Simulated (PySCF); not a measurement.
SSi, SMILES [Si]=S (connectivity only; charge and spin as stated), charge -1, multiplicity 2.

The structure is a stationary point at PBE0-D3(BJ)/def2-TZVPD. The spin state was assumed, not searched.

The numbers are results of PBE/def2-TZVPD (PySCF), not measurements.

 A positive occupied level means that this level leaves the electron formally unbound; only the finite basis holds it.

Problem. Estimate the frontier levels, dipole moment. (Estimate from the structure and the level; the computed values follow.)

Solution. 
```
Item                                                                Value
------------------------------------------------  -----------------------
α spin, highest occupied and lowest empty level          2.09 and 2.26 eV
β spin, highest occupied and lowest empty level         -0.80 and 2.48 eV
dipole moment about the centre of nuclear charge                0.163 e·Å
⟨S²⟩                                              0.755 (pure state 0.75)
```
